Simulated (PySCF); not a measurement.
Deuteron quadrupole couplings in `CP(C1CC1)C1CC1`

Compound: C₇H₁₃P.
Geometry (GFN2-xTB, Å), atoms numbered from 1 in this order:
```xyz
21
C7H13P angstrom
C      0.0750    2.2408   -0.4174
P      0.0878    0.6754    0.5726
C      1.3385   -0.2348   -0.4208
C      1.9354   -1.4843    0.1591
C      2.7625   -0.2468    0.0548
C     -1.4028   -0.1030   -0.1712
C     -2.7169    0.0439    0.5404
C     -2.0207   -1.2760    0.5341
H     -0.7591    2.8605   -0.0931
H      1.0026    2.7816   -0.2379
H     -0.0223    2.0289   -1.4818
H      1.1728   -0.2144   -1.4949
H      1.6085   -1.7919    1.1413
H      2.1467   -2.3074   -0.5072
H      2.9961    0.2830    0.9666
H      3.5493   -0.2093   -0.6841
H     -1.4237   -0.1074   -1.2581
H     -2.7336    0.6038    1.4640
H     -3.6099    0.1616   -0.0553
H     -2.4312   -2.0754   -0.0650
H     -1.5637   -1.6118    1.4535
```

Level: PBE0/pcSseg-1 (PySCF, non-relativistic); Q(2H) = 0.00286 b; rigid geometry, the same for H and D, with no vibrational averaging.

Question: Give the electric field gradient Vzz (the principal value of largest size), its asymmetry and the 2H coupling at each hydrogen.

Answer: 
```json
{"atom": "H9", "bonded to": "C1", "bond length (Å)": "1.089", "Vzz (au)": "0.3168", "η": "0.01", "χzz (kHz)": "213"}
{"atom": "H10", "bonded to": "C1", "bond length (Å)": "1.089", "Vzz (au)": "0.3167", "η": "0.01", "χzz (kHz)": "213"}
{"atom": "H11", "bonded to": "C1", "bond length (Å)": "1.090", "Vzz (au)": "0.3142", "η": "0.01", "χzz (kHz)": "211"}
{"atom": "H12", "bonded to": "C3", "bond length (Å)": "1.087", "Vzz (au)": "0.3193", "η": "0.08", "χzz (kHz)": "215"}
{"atom": "H13", "bonded to": "C4", "bond length (Å)": "1.080", "Vzz (au)": "0.3298", "η": "0.07", "χzz (kHz)": "222"}
{"atom": "H14", "bonded to": "C4", "bond length (Å)": "1.080", "Vzz (au)": "0.3322", "η": "0.07", "χzz (kHz)": "223"}
{"atom": "H15", "bonded to": "C5", "bond length (Å)": "1.080", "Vzz (au)": "0.3292", "η": "0.07", "χzz (kHz)": "221"}
{"atom": "H16", "bonded to": "C5", "bond length (Å)": "1.080", "Vzz (au)": "0.3318", "η": "0.07", "χzz (kHz)": "223"}
{"atom": "H17", "bonded to": "C6", "bond length (Å)": "1.087", "Vzz (au)": "0.3191", "η": "0.08", "χzz (kHz)": "214"}
{"atom": "H18", "bonded to": "C7", "bond length (Å)": "1.080", "Vzz (au)": "0.3292", "η": "0.07", "χzz (kHz)": "221"}
{"atom": "H19", "bonded to": "C7", "bond length (Å)": "1.080", "Vzz (au)": "0.3320", "η": "0.07", "χzz (kHz)": "223"}
{"atom": "H20", "bonded to": "C8", "bond length (Å)": "1.080", "Vzz (au)": "0.3318", "η": "0.07", "χzz (kHz)": "223"}
{"atom": "H21", "bonded to": "C8", "bond length (Å)": "1.080", "Vzz (au)": "0.3292", "η": "0.07", "χzz (kHz)": "221"}
```

Question: A static deuteron (I = 1) shows a doublet split by (3/2)χ, (3/4)χ(1 + η) and (3/4)χ(1 − η) with the field along z, y and x of the gradient. What are these for H9?

Answer: With |χ| = 212.9 kHz and η = 0.011: 319, 161 and 158 kHz, to first order and without motion.

Geometry: GFN2-xTB, one conformer, isolated molecule. GFN2-xTB bond lengths can be off by several hundredths of an ångström, more for odd bonds, and the gradients follow them. The small basis limits the accuracy of the gradients.
